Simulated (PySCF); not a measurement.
C2H6Zn, triplet, at a GFN2-xTB geometry (such geometries of metal compounds can be far from the true shape) (a higher spin typed on purpose: for a closed-shell molecule this is an excited state); DF-CAMB3LYP/pc-2 (PySCF).

Input for PySCF:
```python
from pyscf import gto, scf, dft

mol = gto.M(
    atom='''
Zn    0.19054193   -0.64890903    0.11807146
C     0.92061324    1.19842274   -1.15616563
H     1.93030660    0.91575429   -1.41543436
H     0.87661335    2.09130864   -0.55620088
H     0.26322321    1.23423769   -2.01028096
C    -1.51792361    0.83577561    0.78603551
H    -2.24851058    0.16792023    1.21825567
H    -1.89189007    1.36631469   -0.07292682
H    -1.06213831    1.48654517    1.51522418
''',
    basis='pc-2',
    spin=2,
    verbose=4,
)

mf = dft.UKS(mol)
mf.xc = 'camb3lyp'
mf = mf.density_fit(auxbasis='def2-universal-jkfit')
mf.kernel()
mf.analyze()
```

The log (banner, timings and long lists left out):

```
PySCF version 2.14.0

[INPUT] verbose = 4
[INPUT] num. atoms = 9
[INPUT] num. electrons = 48
[INPUT] charge = 0
[INPUT] spin (= nelec alpha-beta = 2S) = 2
[INPUT] symmetry False subgroup None
[INPUT] Mole.unit = angstrom
[INPUT] Symbol           X                Y                Z      unit          X                Y                Z       unit  Magmom
[...]
nuclear repulsion = 146.537794695439
number of shells = 31
number of NR pGTOs = 304
number of NR cGTOs = 200
basis = pc-2
ecp = {}

******** <class 'pyscf.df.df_jk.DFUKS'> ********
method = DFUKS
initial guess = minao
damping factor = 0
level_shift factor = 0
DIIS = <class 'pyscf.scf.diis.CDIIS'>
diis_start_cycle = 1
diis_space = 8
diis_damp = 0
SCF conv_tol = 1e-09
SCF conv_tol_grad = None
SCF max_cycles = 50
direct_scf = False
number electrons alpha = 25  beta = 23
XC library pyscf.dft.libxc version 7.1.2
    S. Lehtola, C. Steigemann, M. J. T. Oliveira, and M. A. L. Marques,  SoftwareX 7, 1–5 (2018)
XC functionals = camb3lyp
    T. Yanai, D. P. Tew, and N. C. Handy,  Chem. Phys. Lett. 393, 51 (2004)
radial grids:
    Treutler-Ahlrichs [JCP 102, 346 (1995); DOI:10.1063/1.469408] (M4) radial grids

becke partition: Becke, JCP 88, 2547 (1988); DOI:10.1063/1.454033
pruning grids: <function nwchem_prune>
grids dens level: 3
symmetrized grids: False
atomic radii adjust function: <function treutler_atomic_radii_adjust>
small_rho_cutoff = 0
Set gradient conv threshold to 3.16228e-05
tot grids = 107728
******** <class 'pyscf.df.df.DF'> ********
auxbasis = def2-universal-jkfit
Create RSH-DF object <pyscf.df.df.DF object> for omega=0.33
******** <class 'pyscf.df.df.DF'> ********
auxbasis = auxmol.basis = def2-universal-jkfit
init E= -1858.61620709221

cycle= 1 E= -1859.1283758953  delta_E= -0.512  |g|= 0.736  |ddm|= 2.92
cycle= 2 E= -1859.01189532936  delta_E= 0.116  |g|= 1.15  |ddm|= 1.19
cycle= 3 E= -1859.2295774731  delta_E= -0.218  |g|= 0.0362  |ddm|= 0.804
cycle= 4 E= -1859.23044585188  delta_E= -0.000868  |g|= 0.024  |ddm|= 0.0663
cycle= 5 E= -1859.23083537667  delta_E= -0.00039  |g|= 0.00451  |ddm|= 0.033
cycle= 6 E= -1859.23086862365  delta_E= -3.32e-05  |g|= 0.00171  |ddm|= 0.0169
cycle= 7 E= -1859.23087137544  delta_E= -2.75e-06  |g|= 0.00039  |ddm|= 0.00453
cycle= 8 E= -1859.23087160708  delta_E= -2.32e-07  |g|= 0.000182  |ddm|= 0.00108
cycle= 9 E= -1859.23087164182  delta_E= -3.47e-08  |g|= 3.16e-05  |ddm|= 0.000482
[...]
converged SCF energy = -1859.23087164482  <S^2> = 2.021091  2S+1 = 3.0140279
Total Energy =                       -1859.230871644817626
[...]
spin_pop of  6 H 2py       0.00035
spin_pop of  6 H 2pz       0.00001
spin_pop of  6 H 3px       0.00000
spin_pop of  6 H 3py       0.00000
spin_pop of  6 H 3pz       0.00000
spin_pop of  6 H 3dxy      0.00000
spin_pop of  6 H 3dyz     -0.00000
spin_pop of  6 H 3dz^2     0.00000
spin_pop of  6 H 3dxz      0.00003
spin_pop of  6 H 3dx2-y2    0.00006
spin_pop of  7 H 1s       -0.01392
spin_pop of  7 H 2s        0.00047
spin_pop of  7 H 3s        0.00011
spin_pop of  7 H 2px       0.00004
spin_pop of  7 H 2py       0.00003
spin_pop of  7 H 2pz       0.00010
spin_pop of  7 H 3px       0.00001
spin_pop of  7 H 3py       0.00000
spin_pop of  7 H 3pz      -0.00001
spin_pop of  7 H 3dxy      0.00003
spin_pop of  7 H 3dyz      0.00001
spin_pop of  7 H 3dz^2     0.00003
spin_pop of  7 H 3dxz      0.00003
spin_pop of  7 H 3dx2-y2    0.00000
spin_pop of  8 H 1s       -0.01400
spin_pop of  8 H 2s        0.00066
spin_pop of  8 H 3s        0.00009
spin_pop of  8 H 2px       0.00019
spin_pop of  8 H 2py       0.00002
spin_pop of  8 H 2pz       0.00000
spin_pop of  8 H 3px       0.00001
spin_pop of  8 H 3py      -0.00001
spin_pop of  8 H 3pz      -0.00001
spin_pop of  8 H 3dxy     -0.00000
spin_pop of  8 H 3dyz      0.00004
spin_pop of  8 H 3dz^2     0.00001
spin_pop of  8 H 3dxz      0.00001
spin_pop of  8 H 3dx2-y2    0.00004
 ** Mulliken Spin Density (per atom)  **
spin density of  0 Zn =      0.52971
spin density of  1 C =      0.76957
spin density of  2 H =     -0.00843
spin density of  3 H =     -0.01305
spin density of  4 H =     -0.01295
spin density of  5 C =      0.76957
spin density of  6 H =     -0.00842
spin density of  7 H =     -0.01305
spin density of  8 H =     -0.01295
 ** Mulliken pop alpha/beta on meta-lowdin orthogonal AOs **
 ** Mulliken pop       alpha | beta **
In total            25.00000 | 23.00000
 ** Mulliken atomic charges   ( Nelec_alpha | Nelec_beta ) **
charge of  0Zn =      0.42813  (    15.05079     14.52108 )
charge of  1C =     -0.58707  (     3.67832      2.90875 )
charge of  2H =      0.12390  (     0.43384      0.44226 )
charge of  3H =      0.12546  (     0.43074      0.44380 )
charge of  4H =      0.12364  (     0.43171      0.44465 )
charge of  5C =     -0.58706  (     3.67832      2.90874 )
charge of  6H =      0.12390  (     0.43384      0.44226 )
charge of  7H =      0.12546  (     0.43074      0.44380 )
charge of  8H =      0.12364  (     0.43171      0.44465 )
Dipole moment(X, Y, Z, Debye): -0.21011,  0.71562, -0.13022
```
